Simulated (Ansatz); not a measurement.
Two members of one family (InN nanocrystals, H-capped), computed with Ansatz in the gas phase; def2 core potentials for In, no spin–orbit coupling. Binding counts from free atoms in the multiplicity of their measured ground term, without zero-point energy. Sets without diffuse functions give affinities that are too small. A dash marks a value that wasn't run or was left out as unsound. The structures are stationary points that may keep the symmetry of their start. Remarks come from the PBE and PBE0 runs and from stability tests at other levels; not every state was tested. A HOMO above zero means that the electron is unbound at that level and held by the basis, or that self-interaction error raises the level; the energy of removing that electron tells which. HOMO above LUMO (over both spins in singlets and doublets, within one spin in higher multiplets; at PBE or PBE0), or a gap under 0.15 eV within one spin, warns that the state may not be the lowest or that an electron is smeared out.

First: In6N6H18, cut from wurtzite (singlet, charge 0, PBE-D4/def2-SVP geometry).

```xyz
30

N     0.8520    0.8003    2.3501
In    1.1717    2.1178    0.5732
In    2.6141   -1.1685   -0.0386
N     1.9063    0.7658   -0.9027
N    -0.9493    2.4465   -0.0552
In    0.6105    0.6661   -2.7182
In   -0.2578   -1.1348    2.1985
N     0.6555   -2.0824    0.5208
N    -2.2019   -0.4056    1.3688
In   -2.3111    0.7419   -0.5464
In   -0.7853   -2.5116   -1.1296
N    -1.1412   -0.4389   -1.8809
H     1.8101    0.5094    2.6116
H     0.5115    1.3506    3.1534
H     1.9041    3.6209    1.0531
H     3.3370   -0.7068    1.5178
H     3.3784   -2.1229   -1.2780
H     2.7781    1.1939   -1.2616
H    -1.4156    3.1113    0.5805
H    -0.8603    2.9523   -0.9539
H     0.0173    2.3296   -2.9167
H     1.3845   -0.2956   -3.9445
H    -0.4909   -1.8287    3.7763
H     0.9237   -3.0269    0.8483
H    -2.7563    0.0615    2.1033
H    -2.7182   -1.2778    1.1581
H    -3.9295    1.3160   -0.8225
H    -0.0042   -3.4606   -2.3627
H    -2.2936   -2.9311   -0.2896
H    -1.7397   -0.5918   -2.7124
```

```
              level  HOMO (eV)  LUMO (eV)  gap (eV)  vertical EA (eV)  binding per atom (eV)
    PBE-D4/def2-SVP      -5.85      -1.63      4.22                 –                   2.91
   PBE-D4/def2-TZVP      -5.94      -1.89      4.05              0.33                   2.91
r2SCAN-D4/def2-TZVP      -6.19      -1.61      4.58                 –                   2.88
   PBE0-D4/def2-SVP      -7.01      -0.75      6.25                 –                   2.86
  PBE0-D4/def2-TZVP      -7.08      -1.07      6.01              0.07                   2.86
```

Remarks: HOMO above zero (-1 doublet), gap within one spin near zero at PBE or PBE0 (-1 doublet).

Second: In7N7H20, cut from zinc blende (singlet, charge 0, PBE-D4/def2-SVP geometry).

```xyz
34

In    3.1035    1.1336   -0.8754
In   -3.1793   -0.5930   -1.3808
In   -0.3739    2.0507   -0.6196
In    0.6570   -1.4423   -1.4911
In    2.5601   -1.6357    1.5658
In   -0.9193   -0.7290    1.8309
In    1.5319    1.8452    2.4348
N    -1.5109   -1.7018   -2.2651
N     0.9660    0.6829   -1.5981
N     2.8384    0.5302    1.2330
N    -2.4461    1.4668   -1.4748
N    -2.9407   -1.0512    0.7468
N    -0.4599    1.3281    1.4042
N     0.4731   -1.8296    0.6160
H     3.2080    2.8766   -0.9984
H     4.0716   -0.0503   -1.7270
H    -4.7533   -0.8877   -2.0662
H    -0.3196    3.7523   -0.9600
H     1.5325   -2.5265   -2.5261
H     3.5802   -2.5516    0.4773
H     2.2604   -1.9552    3.2597
H    -1.3005   -1.2448    3.4436
H     1.7870    3.5192    1.9955
H     1.3292    1.1893    4.0451
H    -1.4821   -1.5132   -3.2790
H    -1.7174   -2.7123   -2.2176
H     1.0198    0.9470   -2.5963
H     3.7748    0.7052    1.6395
H    -2.4545    1.7830   -2.4580
H    -3.1333    2.0890   -1.0200
H    -3.6461   -0.5218    1.2846
H    -3.2059   -2.0353    0.9106
H    -1.1277    1.9196    1.9258
H     0.2772   -2.8373    0.7405
```

Question: Estimate how these quantities change from the first to the second (second minus first).

Answer: 
| level | Δ HOMO (eV) | Δ LUMO (eV) | Δ gap (eV) | Δ vertical EA (eV) | Δ binding per atom (eV) |
| --- | --- | --- | --- | --- | --- |
| PBE-D4/def2-SVP | 0.34 | -0.41 | -0.75 | – | 0.01 |
| PBE-D4/def2-TZVP | 0.34 | -0.41 | -0.75 | 0.48 | 0.01 |
| r2SCAN-D4/def2-TZVP | 0.35 | -0.41 | -0.75 | – | 0.00 |
| PBE0-D4/def2-SVP | 0.35 | -0.44 | -0.79 | – | 0.00 |
| PBE0-D4/def2-TZVP | 0.35 | -0.44 | -0.78 | 0.43 | 0.00 |

Remarks: HOMO above zero (-1 doublet).
